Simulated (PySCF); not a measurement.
Job for PySCF: R-B3LYP/LANL2DZ on CH7NSi (SMILES CN[SiH3]), a point of a torsion scan.

```python
from pyscf import gto, scf, dft, mp
from pyscf.data.elements import chemcore

mol = gto.M(
    atom='''
    C    -1.35289615    0.13823587    0.30301574
    N    -0.23273066   -0.16521687   -0.55255461
    Si    1.41631753    0.00573148   -0.10735091
    H    -2.20946929    0.45686526   -0.29590275
    H    -1.07587893    0.95044367    0.97137453
    H    -1.66206117   -0.71751830    0.91570547
    H    -0.46857260   -0.86062123   -1.24385111
    H     1.96948897   -1.08504481    0.71495756
    H     2.13386915    0.04014534   -1.38102315
    H     1.49758144    1.26000870    0.63847552
    ''',
    basis='lanl2dz',
    ecp={'Si': 'lanl2dz'},
    charge=0, spin=0, verbose=3, max_memory=1800)
mf = dft.RKS(mol, xc='b3lyp')
mf.conv_tol = 1e-8
mf.max_cycle = 100
mf.kernel()
if not mf.converged:
    mf = mf.newton().run(mf.mo_coeff, mf.mo_occ)
```

### Question
Give the final energy of this run.

### Answer
-100.9278 hartree.
